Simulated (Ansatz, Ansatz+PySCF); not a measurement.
```xyz
8

O     0.0730   -0.0195    0.0522
H     1.0103   -0.1729    0.0118
O     2.9536    0.0265   -0.0031
H     2.9640    0.9301   -0.3641
H     3.3981   -0.6430   -0.5927
O    -1.3065    2.6764    0.3613
H    -0.8688    1.8193    0.4353
H    -1.7726    2.6496   -0.4417
```

Basis set: def2-SVP (spherical functions). Frozen core: 3 orbitals. Charge 0, multiplicity 2.

Computed with Ansatz (development build ahead of 0.2.0); each method stands on the lowest determinant of its kind that the runs found.

Give the atomization energy at this shape (free ground-state atoms in the same class of orbitals less the molecule, no zero-point energy) of doublet H5O3 by UHF-MP2, UHF.

```csv
method,atomization energy
UHF-MP2,23.21 eV
UHF,16.40 eV
```
